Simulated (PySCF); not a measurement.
Input for PySCF:
```python
from pyscf import gto, scf, dft

mol = gto.M(
    atom='''
Si   -0.55400000   -0.01010000   -0.00640000
Si    1.55890000    0.86810000   -0.09950000
H    -0.93970000   -0.99400000   -1.03200000
H    -1.48610000    1.11320000   -0.20730000
H    -0.98950000   -0.62700000    1.25750000
H     2.41040000   -0.35010000    0.08770000
''',
    basis='6-31+g*',
    verbose=4,
)

mf = dft.RKS(mol)
mf.xc = 'lda,vwn'
mf = mf.density_fit(auxbasis='def2-universal-jkfit')
mf.kernel()
```

What does this run give for the nuclear repulsion energy, Mulliken (on the basis functions themselves) charges in atom order, dipole moment, number of basis functions, HOMO-LUMO gap, HOMO energy?


```
Property                                                                                                               Value
------------------------------------------------------------------  --------------------------------------------------------
nuclear repulsion energy                                                                                          75.8928 Eh
Mulliken (on the basis functions themselves) charges in atom order  Si1 -0.14, Si2 0.15, H3 0.01, H4 0.01, H5 0.02, H6 -0.04
dipole moment                                                                                                         0.78 D
number of basis functions                                                                                                 52
HOMO-LUMO gap                                                                                                        1.00 eV
HOMO energy                                                                                                         -5.55 eV
```
